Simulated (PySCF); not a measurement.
Species: C₅H₆OP (charge -1).
Atom-mapped SMILES: `[CH3:1][O:2][c:3]1[cH:4][cH:5][cH:6][p-:7]1`

Probes without a nucleus sit at each ring's centroid and 1 Å off its mean plane on both sides; NICS is minus the shielding there, NICSzz its component along the normal. Level: GIAO PBE0/pcSseg-1 (PySCF, non-relativistic, gas phase) on the GFN2-xTB geometry, one conformer.

Ring bond lengths (Å), with Mayer bond orders in brackets: C3–C4 1.379 (1.48), C4–C5 1.400 (1.33), C5–C6 1.374 (1.50), C6–P7 1.748 (1.23), P7–C3 1.756 (1.22).

**Question.** Give the NICS values of each ring in ppm.

**Answer.** 
| ring | type | NICS(0) | NICS(1), two faces | NICS(1)zz, two faces | rms pucker (Å) | centre to ring atoms, mean (Å) |
| --- | --- | --- | --- | --- | --- | --- |
| C3–C4–C5–C6–P7 | 5-membered ring with P; formal bonds all aromatic | -14.1 | -11.3 / -11.3 | -29.4 / -29.5 | 0.00 | 1.30 |

**Question.** What can be read from them?

**Answer.** 
- C3–C4–C5–C6–P7: mean NICS(1)zz -29.4 ppm, shielded.

**Question.** How equal are the bonds by HOMA? HOMA = 1 − mean of α(R − Ropt)² over the ring bonds, with Krygowski's 1993 parameters (CC: Ropt 1.388 Å, α 257.7 Å⁻²; CP: Ropt 1.698 Å, α 118.91 Å⁻²).

**Answer.** 
- C3–C4–C5–C6–P7: HOMA 0.84; the largest term is that of P7–C3, α(R − Ropt)² = 0.40.

**Question.** What is the mean of the two in-plane components of NICS at the first NICS(1) probe listed for ring C3–C4–C5–C6–P7, 1 Å off the ring?

**Answer.** The isotropic value is a third of the trace: (3 × -11.3 − (-29.4))/2 = -2.3 ppm.

**Question.** How shielded are the nuclei of the rings and their hydrogens (means over atoms taken as equivalent)?

**Answer.** 
```tsv
atoms	environment	σ isotropic (ppm)
C3	aromatic carbon bearing oxygen	-1.3
C4	aromatic CH carbon	86.0
C5	aromatic CH carbon	74.2
C6	aromatic CH carbon	69.5
P7	phosphorus bonded to 2 C	316.9
H on C4	aromatic hydrogen	25.49
H on C5	aromatic hydrogen	25.35
H on C6	aromatic hydrogen	25.68
```

Shape of the structure used: `[CH3:1][O:2][c:3]1[cH:4][cH:5][cH:6][p-:7]1`: C1–O2–C3–C4 -178°.
